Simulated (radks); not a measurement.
Coulomb parameter of the 3d shell of the cobalt ion Co+ in the model configuration [Ar] 3d6.5 4s1.5, as a second difference U = [E(n + 0.5) + E(n - 0.5) - 2 E(n)] / (0.5)^2 with all orbitals relaxed. "Bare": the charge of the atom changes with n. "Screened": the 4s shell takes up the change at fixed total charge, which measures U(3d,3d) + U(4s,4s) - 2 U(3d,4s). Method: Dirac Kohn-Sham, PBE, spin-unpolarised, spherical densities, finite nucleus; open shells are shared between the two j in proportion to 2j + 1; Fermi nuclear charge, rms radius 3.7875 fm; computed with a radial shooting solver on a logarithmic mesh with Libxc functionals.

| case | configuration | E - E(n) (eV) |
|---|---|---|
| start | [Ar] 3d6.5 4s1.5 | 0.000 |
| bare +0.5 | [Ar] 3d7 4s1.5 | -7.996 |
| bare -0.5 | [Ar] 3d6 4s1.5 | 11.894 |
| screened +0.5 | [Ar] 3d7 4s1 | -2.568 |
| screened -0.5 | [Ar] 3d6 4s2 | 3.584 |

U(bare) = 15.595 eV, U(screened by 4s) = 4.064 eV.
